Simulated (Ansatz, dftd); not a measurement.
Reaction: SiNH4 (SMILES N[SiH2], doublet) → SiNH4 (SMILES [SiH3][NH], doublet)
Each species at its own B3LYP-D3(BJ)/def2-TZVP minimum (Ansatz, an electronic-structure program).

Wanted: isomerisation energy (electronic), in kJ/mol. Radicals and triplets start from unrestricted determinants; spin-orbit coupling is neglected. Cores are frozen in correlated methods. Rows without X2C or -DK are non-relativistic. CBS(X,Y): correlation extrapolated as X^-3, Hartree-Fock from the larger set. A bracket is a step between two methods taken in the basis named. Functionals run without relativity, which enters their misses. Double hybrids freeze cores in their MP2 part. '+ core + X2C': CCSD(T) terms for core correlation (cc-pwCVTZ, 1s frozen past Ne) and scalar relativity (cc-pVTZ-DK).

Compared with CCSD(T)/CBS(cc-pV(T+d)Z,cc-pV(Q+d)Z) + [CCSDT(Q) - CCSD(T)]/cc-pV(D+d)Z + core + X2C (Ansatz): 93.7 kJ/mol.

Costs are rough ratios of core time, to one figure, on one kind of shared machine, summed over the single points of the molecules; atoms, geometries and frequencies are left out. The first row took roughly 10 core seconds; short runs hold start-up time.

```tsv
level	program	cost relative to the first row	difference (kJ/mol)
PBE-D4/def2-TZVPD	Ansatz + dftd4	1	10.8
r2SCANh-D4/def2-TZVPD	Ansatz + dftd4	1	-3.2
B2PLYP-D4/def2-TZVPD	Ansatz + dftd4	2	-1.3
B2GP-PLYP-D3(BJ)/def2-TZVPD	Ansatz + dftd3	2	-0.9
B2GP-PLYP-D4/def2-TZVPD	Ansatz + dftd4	2	-1.0
wB97X-V/def2-TZVPD	Ansatz	2	-7.2
CCSDT(Q)/cc-pV(D+d)Z	Ansatz	40	-17.9
```

The dearest row costs roughly 40 times the first. Costs within a factor of two don't rank. The table holds for this case alone.
